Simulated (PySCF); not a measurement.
H8Si2Sn. Atoms are numbered in the order given.

```xyz
11

Sn     0.0000     0.5792     0.0000
Si     0.0000    -0.8918     2.1062
Si     0.0000    -0.8918    -2.1062
H      1.3857     1.5920     0.0000
H     -1.3851     1.5928     0.0000
H     -1.2164    -1.7610     2.1168
H      0.0053    -0.0575     3.3468
H      1.2113    -1.7682     2.1111
H      1.2113    -1.7682    -2.1111
H      0.0053    -0.0575    -3.3468
H     -1.2164    -1.7610    -2.1168
```

Coordinates come from a PBE0-D3(BJ)/def2-SVP optimisation. The structure was generated by enumeration; whether it is a known compound was not checked. The def2 effective core potentials stand for the cores of Sn; spin–orbit coupling is left out.

The numbers are results of TDDFT-B3LYP/def2-SVPD (PySCF), not measurements.

Vertical excitations. Gas-phase values at a fixed geometry. State labels are in the subgroup Cs.

```csv
state,symmetry,energy (eV),λ (nm),f,main pairs
S1,A",6.23,199,0.089,"HOMO→LUMO+1 67 %, HOMO→LUMO 32 %"
S2,A",6.33,196,0.353,"HOMO→LUMO 54 %, HOMO→LUMO+1 30 %, HOMO−1→LUMO+2 12 %"
S3,A",6.36,195,0.001,HOMO→LUMO+3 98 %
S4,A',6.54,190,0.021,HOMO→LUMO+2 82 %
S5,A',6.77,183,0.092,"HOMO−1→LUMO 75 %, HOMO−1→LUMO+1 20 %"
S6,A",6.84,181,0.064,HOMO→LUMO+4 94 %
S7,A',6.91,179,0.142,"HOMO−1→LUMO+1 69 %, HOMO−1→LUMO 12 %"
S8,A',6.93,179,0.004,HOMO→LUMO+5 85 %
S9,A",7.08,175,0.366,"HOMO−1→LUMO+2 61 %, HOMO→LUMO+6 29 %"
S10,A',7.12,174,0.032,"HOMO−1→LUMO+3 61 %, HOMO−2→LUMO+1 19 %, HOMO−2→LUMO 9 %"
T1,A",5.38,230,0,HOMO→LUMO 89 %
T2,A",5.80,214,0,HOMO→LUMO+1 84 %
T3,A',5.83,213,0,"HOMO→LUMO+2 72 %, HOMO−1→LUMO 20 %"
T4,A",5.87,211,0,HOMO→LUMO+3 96 %
```
Triplets are in the Tamm–Dancoff approximation, which puts them higher than full response would, so one can lie above its singlet here.
